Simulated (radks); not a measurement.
The numbers below are computed, except where a source is named.
Q: All-electron atom: Sr7+ in [Ar] 3d10 4s2 4p1 (the NIST ground configuration). Code: a radial shooting solver on a logarithmic mesh with Libxc functionals. Model: Dirac Kohn-Sham, BLYP, spin-unpolarised, spherical densities, finite nucleus; open shells fill j = l - 1/2 first; Fermi nuclear charge, rms radius 4.224 fm.

Spin-orbit splittings of the eigenvalues, e(l+1/2) - e(l-1/2), with zeta = 2 splitting/(2l+1) and mean radii in bohr:

| shell | occ. | splitting (eV) | zeta (eV) | <r> j=l-1/2 | <r> j=l+1/2 |
|---|---|---|---|---|---|
| 2p | 6 | 68.52 | 45.68 | 0.1474 | 0.1516 |
| 3p | 6 | 10.59 | 7.058 | 0.4893 | 0.4996 |
| 3d | 10 | 1.866 | 0.7463 | 0.4903 | 0.4938 |
| 4p | 1 | 1.762 | 1.174 | 1.312 | 1.332 |
| 4d | 0 | ? | ? | 1.569 | 1.575 |

Estimate the 4d splitting.

A: 0.2558 eV (zeta = 0.1023 eV).
